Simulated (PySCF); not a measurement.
**Vertical excitation energies**

Compound: C₁₂H₁₀Se.
SMILES: `[Se](c1ccccc1)c1ccccc1`

Computed, not measured: PySCF 2.14.0, density-fitted response routines, TDDFT CAM-B3LYP/def2-SVPD, vertical, gas phase, core orbitals frozen in the response. Geometry: PBE0-D3(BJ)/def2-SVP, one conformer, isolated molecule. Relativistic effects, spin–orbit coupling among them, are left out although an element past zinc is present. Torsions of this conformer, `[cH:1]1[cH:2][cH:3][c:4]([Se:5][c:6]2[cH:7][cH:8][cH:9][cH:10][cH:11]2)[cH:12][cH:13]1`: C3–C4–Se5–C6 -16°, C4–Se5–C6–C7 106°.

Q: Predict the UV-vis stick spectrum at this level.

A: 

```json
{"state": "S1", "λ (nm)": "283.7", "E (eV)": "4.37", "f": "0.011", "|μ| (D)": "0.81", "main configurations (H = HOMO, L = LUMO)": "H→L (79%)"}
{"state": "S2", "λ (nm)": "257.1", "E (eV)": "4.82", "f": "0.0081", "|μ| (D)": "0.67", "main configurations (H = HOMO, L = LUMO)": "H→L+1 (59%), H→L+3 (15%), H→L+2 (11%)"}
{"state": "S3", "λ (nm)": "246.7", "E (eV)": "5.03", "f": "0.186", "|μ| (D)": "3.13", "main configurations (H = HOMO, L = LUMO)": "H→L+2 (61%), H→L+1 (16%)"}
{"state": "S4", "λ (nm)": "237.3", "E (eV)": "5.23", "f": "0.013", "|μ| (D)": "0.81", "main configurations (H = HOMO, L = LUMO)": "H→L+3 (48%), H-3→L (12%), H-2→L+1 (10%)"}
{"state": "S5", "λ (nm)": "226.2", "E (eV)": "5.48", "f": "0.066", "|μ| (D)": "1.78", "main configurations (H = HOMO, L = LUMO)": "H→L+4 (49%), H→L+2 (12%)"}
{"state": "S6", "λ (nm)": "223.8", "E (eV)": "5.54", "f": "0.0068", "|μ| (D)": "0.57", "main configurations (H = HOMO, L = LUMO)": "H-3→L (27%), H→L+3 (18%), H-2→L+1 (16%)"}
{"state": "S7", "λ (nm)": "212.1", "E (eV)": "5.84", "f": "0.011", "|μ| (D)": "0.72", "main configurations (H = HOMO, L = LUMO)": "H→L+6 (84%)"}
{"state": "S8", "λ (nm)": "206.6", "E (eV)": "6.00", "f": "0.065", "|μ| (D)": "1.70", "main configurations (H = HOMO, L = LUMO)": "H-2→L (34%), H→L+5 (26%), H-3→L+1 (9%)"}
{"state": "S9", "λ (nm)": "205.3", "E (eV)": "6.04", "f": "0.022", "|μ| (D)": "0.99", "main configurations (H = HOMO, L = LUMO)": "H→L+5 (41%), H-2→L (23%)"}
{"state": "S10", "λ (nm)": "198.4", "E (eV)": "6.25", "f": "0.061", "|μ| (D)": "1.60", "main configurations (H = HOMO, L = LUMO)": "H-1→L+2 (37%), H→L+3 (13%)"}
```

Triplets, Tamm–Dancoff:

| state | E (eV) | λ (nm) | main configurations (H = HOMO, L = LUMO) |
| --- | --- | --- | --- |
| T1 | 3.81 | 325.8 | H→L+2 (52%), H-1→L+3 (9%) |
| T2 | 3.90 | 317.6 | H→L (40%), H-2→L (26%), H-3→L+1 (10%) |
| T3 | 4.22 | 293.6 | H→L (23%), H-3→L+1 (13%), H-2→L (10%) |
| T4 | 4.30 | 288.4 | H→L+1 (30%), H→L+3 (28%), H→L+2 (10%) |

The lowest singlet lies at 4.37 eV (284 nm, ultraviolet) and is weak; its leading configuration is HOMO→LUMO (79%). The most intense listed level is S3 at 5.03 eV (247 nm, f = 0.186), 0.65 eV above S1. Löwdin shares by element: HOMO selenium 48%, carbon 26% or more (atoms not listed hold the other 25%); LUMO carbon 59% or more (atoms not listed hold the other 41%). Weighted by f, the mean energy of these states is 5.46 eV. The listed states span 1.88 eV, and the widest gap between neighbours is 0.45 eV (S1 to S2). The oscillator strengths of these states sum to 0.451; summed over the whole spectrum of an exact calculation they would give the number of electrons, 116 (Thomas–Reiche–Kuhn). The window holds the lowest 10 singlets.

Time: 1.8 min wall, 3.8 min CPU; peak memory 3.2 GiB. Hardware: 2 threads of an Intel Xeon 6975P-C (shared host).
